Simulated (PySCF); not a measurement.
## Computed structure and properties of [La(H2O)]3+

System: [La(H2O)]3+ (singlet); start: template (C2v). Method: PySCF 2.14.0, RKS PBE0, La lcecp-1-SVP with ECP46, O def2-SVP, H def2-SVP; non-relativistic Hamiltonian with scalar-relativistic core potentials where named; density fitting; no spin-orbit coupling.

Input of the relaxation:

```python
mol = gto.M(atom='''
La     0.00000     0.00000    -0.30141
O      0.00000     0.00000     2.25859
H      0.77000    -0.00000     2.84859
H     -0.77000     0.00000     2.84859''',
    basis={'La': 'lcecp-1-SVP', 'O': 'def2-SVP', 'H': 'def2-SVP'},
    ecp={'La': 'lcecp-1-SVP'},
    charge=3, spin=0)
mf = dft.RKS(mol, xc='PBE0')
mf.grids.atom_grid = (50, 194)  # f atoms: unpruned, at least (60, 302)
mf = mf.density_fit()  # fitting sets: La AutoAux, O def2-universal-JKFIT, H def2-universal-JKFIT
mf.conv_tol = 1e-08; mf.max_cycle = 55
mf.kernel(dm0)  # dm0: converged density of the start geometry
# quasi-Newton relaxation in Cartesian coordinates to a largest gradient under 0.00045 Eh/bohr, steps kept in the point group
```

Run from Python with OMP_NUM_THREADS=2; the lines above give its settings. Where DIIS fails, smearing, a level shift and second-order steps follow.
It took 7.5 s on 2 threads of Intel(R) Xeon(R) Platinum 8488C (Sapphire Rapids), with other jobs on the host, from the converged density of the start.

Course of the relaxation:

| step | energy above end (eV) | largest force component within the symmetry (eV/Å) |
| --- | --- | --- |
| 0 | 0.2291 | 2.707 |
| 1 | 0.1090 | 1.237 |
| 2 | 0.0113 | 0.877 |
| 3 | 0.0024 | 0.333 |
| 4 | 0.0000 | 0.024 |
| 5 | 0.0000 | 0.005 |

Relaxed geometry (C2v):

```xyz
4

La    0.0000    0.0000   -0.1460
O     0.0000    0.0000    2.1825
H     0.7760    0.0000    2.8089
H    -0.7760    0.0000    2.8089
```

```json
{"contact": "La1–O2 (H2O)", "Å": "2.329"}
```

On the finer grid (75, 302):

The HOMO is -27.15 eV, the LUMO is -19.84 eV and the dipole about the centre of mass is 2.36 D. The set of Mulliken populations of La1 outside the core potential is s 2.03, p 6.04, d 0.30, f 0.02 and the D3(BJ) dispersion energy (not in the energies) is -0.053 eV.

```json
{"atom": "La1", "Mulliken (e)": "2.62", "Löwdin (e)": "2.53", "spin (e)": "0.00"}
{"atom": "O2", "Mulliken (e)": "-0.34", "Löwdin (e)": "0.01", "spin (e)": "0.00"}
{"atom": "H3", "Mulliken (e)": "0.36", "Löwdin (e)": "0.23", "spin (e)": "0.00"}
{"atom": "H4", "Mulliken (e)": "0.36", "Löwdin (e)": "0.23", "spin (e)": "0.00"}
```

The large-core potential holds the 4f shell empty.

On the grid (50, 194), as all that follows. Harmonic modes: a minimum; lowest 429 cm⁻¹ (negative: unstable), highest 3478 cm⁻¹, zero-point energy 0.646 eV.

Taking off one H2O (charge 0, singlet; the rest: singlet) in vacuum, both parts rigid, costs 4.46 eV; the small basis without counterpoise inflates it. Parting with an electron moved from the ligand to the metal can be far cheaper, even downhill.

Rigid scan of H2O along the line from its metal:

| distance to O2 (Å) | energy (eV) |
| --- | --- |
| 2.03 | 0.752 |
| 2.13 | 0.288 |
| 2.23 | 0.062 |
| 2.33 | 0.000 |
| 2.43 | 0.048 |
| 2.53 | 0.167 |
| 2.73 | 0.521 |

One start shape was tried, so this needn't be the lowest isomer.
